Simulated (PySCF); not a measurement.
C2H4OSe, SMILES C1[Se]CO1.

Geometry: PBE-D3(BJ)/def2-SVP. The structure was generated by enumeration, and PubChem lists no compound with its InChIKey, so it may never have been made.

Method: PBE-D3(BJ)/def2-SVP in PySCF.

Frequencies are harmonic and unscaled.

Computed vibrational spectrum:
```json
[
 {"mode": "1", "ν (cm⁻¹)": "37", "IR (km/mol)": "8.1", "Raman (Å⁴/amu)": "0.9", "depolarisation": "0.75", "moving atoms (share of kinetic energy)": "H 35 %, O 34 %, C 28 %"},
 {"mode": "2", "ν (cm⁻¹)": "423", "IR (km/mol)": "1.7", "Raman (Å⁴/amu)": "12.4", "depolarisation": "0.38", "moving atoms (share of kinetic energy)": "Se 34 %, C 33 %, O 29 %"},
 {"mode": "3", "ν (cm⁻¹)": "572", "IR (km/mol)": "2.4", "Raman (Å⁴/amu)": "16.8", "depolarisation": "0.75", "moving atoms (share of kinetic energy)": "C 75 %, H 14 %, Se 11 %"},
 {"mode": "4", "ν (cm⁻¹)": "740", "IR (km/mol)": "15.6", "Raman (Å⁴/amu)": "14.3", "depolarisation": "0.09", "moving atoms (share of kinetic energy)": "C 58 %, O 23 %, H 18 %"},
 {"mode": "5", "ν (cm⁻¹)": "797", "IR (km/mol)": "0.0", "Raman (Å⁴/amu)": "1.2", "depolarisation": "0.75", "moving atoms (share of kinetic energy)": "H 86 %, C 14 %"},
 {"mode": "6", "ν (cm⁻¹)": "828", "IR (km/mol)": "2.4", "Raman (Å⁴/amu)": "12.3", "depolarisation": "0.75", "moving atoms (share of kinetic energy)": "H 85 %, C 13 %"},
 {"mode": "7", "ν (cm⁻¹)": "970", "IR (km/mol)": "30.8", "Raman (Å⁴/amu)": "4.9", "depolarisation": "0.44", "moving atoms (share of kinetic energy)": "C 53 %, O 32 %, H 15 %"},
 {"mode": "8", "ν (cm⁻¹)": "1080", "IR (km/mol)": "38.1", "Raman (Å⁴/amu)": "0.5", "depolarisation": "0.75", "moving atoms (share of kinetic energy)": "C 52 %, O 32 %, H 17 %"},
 {"mode": "9", "ν (cm⁻¹)": "1090", "IR (km/mol)": "0.8", "Raman (Å⁴/amu)": "6.8", "depolarisation": "0.75", "moving atoms (share of kinetic energy)": "H 81 %, C 11 %, O 9 %"},
 {"mode": "10", "ν (cm⁻¹)": "1142", "IR (km/mol)": "0.0", "Raman (Å⁴/amu)": "4.2", "depolarisation": "0.75", "moving atoms (share of kinetic energy)": "H 90 %, C 10 %"},
 {"mode": "11", "ν (cm⁻¹)": "1211", "IR (km/mol)": "66.4", "Raman (Å⁴/amu)": "6.5", "depolarisation": "0.75", "moving atoms (share of kinetic energy)": "H 67 %, O 21 %, C 12 %"},
 {"mode": "12", "ν (cm⁻¹)": "1248", "IR (km/mol)": "34.9", "Raman (Å⁴/amu)": "1.2", "depolarisation": "0.62", "moving atoms (share of kinetic energy)": "H 75 %, C 22 %"},
 {"mode": "13", "ν (cm⁻¹)": "1436", "IR (km/mol)": "6.6", "Raman (Å⁴/amu)": "0.5", "depolarisation": "0.75", "moving atoms (share of kinetic energy)": "H 93 %"},
 {"mode": "14", "ν (cm⁻¹)": "1468", "IR (km/mol)": "0.1", "Raman (Å⁴/amu)": "32.6", "depolarisation": "0.60", "moving atoms (share of kinetic energy)": "H 90 %, C 10 %"},
 {"mode": "15", "ν (cm⁻¹)": "2944", "IR (km/mol)": "119.0", "Raman (Å⁴/amu)": "23.4", "depolarisation": "0.75", "moving atoms (share of kinetic energy)": "H 96 %"},
 {"mode": "16", "ν (cm⁻¹)": "2954", "IR (km/mol)": "5.6", "Raman (Å⁴/amu)": "347.8", "depolarisation": "0.07", "moving atoms (share of kinetic energy)": "H 95 %"},
 {"mode": "17", "ν (cm⁻¹)": "3009", "IR (km/mol)": "0.0", "Raman (Å⁴/amu)": "234.7", "depolarisation": "0.75", "moving atoms (share of kinetic energy)": "H 89 %, C 11 %"},
 {"mode": "18", "ν (cm⁻¹)": "3010", "IR (km/mol)": "51.0", "Raman (Å⁴/amu)": "21.9", "depolarisation": "0.75", "moving atoms (share of kinetic energy)": "H 89 %, C 11 %"}
]
```
